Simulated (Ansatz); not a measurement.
C5H5, SMILES C1C=C[CH]C=1 (connectivity only; charge and spin as stated), charge +1, multiplicity 1.

Coordinates come from a B3LYP-D3(BJ)/def2-SVP optimisation. The spin state was assumed, not searched. The isomer is the one that the SMILES or the coordinates give; other isomers of the formula were not compared.

Two levels are set side by side: PBE/def2-SVPD (Ansatz, a first-principles code) and CAM-B3LYP/def2-SVPD (Ansatz). Energy differences of separate SCF runs at the same geometry; the states with an electron removed or added have multiplicity 2 and 2. Differences are taken from unrounded values.

```csv
quantity,CAM-B3LYP
vertical ionisation energy (eV),15.35
vertical electron affinity (eV),8.62
vertical singlet–triplet gap (eV),0.14
```

Question: What does PBE give, and how far is it from CAM-B3LYP? (An estimate is asked for; the answer gives what the named calculation found.)

Answer: 
```csv
quantity,PBE,PBE minus CAM-B3LYP
vertical ionisation energy (eV),15.43,0.08
vertical electron affinity (eV),8.55,-0.07
vertical singlet–triplet gap (eV),0.14,0.00
```
